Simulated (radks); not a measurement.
Ionisation of the selenium ion Se25+, [He] 2s2 2p5, to [He] 2s2 2p4 as the strength of local exchange is varied. Method: Dirac Kohn-Sham, Slater X-alpha exchange (alpha = 2/3 is LDA exchange), no correlation, spin-unpolarised, spherical densities, point nucleus; open shells are shared between the two j in proportion to 2j + 1; computed with a radial shooting solver on a logarithmic mesh with Libxc functionals.

| alpha | E(Se25+) (hartree) | exchange (hartree) | IE (eV) | -e of the level emptied (eV) | <r> of it (bohr) |
|---|---|---|---|---|---|
| 0.552 | -1950.53269 | -37.96609 | 2669.0 | 2584.5 (2p3/2) | 0.1666 |
| 0.667 | -1958.45290 | -45.99885 | 2690.6 | 2606.1 (2p3/2) | 0.1660 |
| 0.737 | -1963.28430 | -50.90917 | 2703.8 | 2619.4 (2p3/2) | 0.1656 |
| 0.795 | -1967.29343 | -54.98965 | 2714.7 | 2630.3 (2p3/2) | 0.1653 |
| 0.928 | -1976.50716 | -64.38745 | 2740.0 | 2655.7 (2p3/2) | 0.1646 |
| 1.04 | -1984.28814 | -72.34552 | 2761.3 | 2677.1 (2p3/2) | 0.1641 |

NIST Atomic Spectra Database: 2674 eV (semi-empirical). The Delta-SCF value meets it near alpha = 0.58. Spin polarisation and multiplet splitting are left out, so open shells lie too high by an amount that depends on their filling. Sharing an open shell by 2j + 1 raises it above the true ground level by a part of the spin-orbit splitting, which enters the differences from NIST.

Beside tabulated values, note that spin-unpolarised runs miss the spin-polarisation part of the exchange energy of open shells.
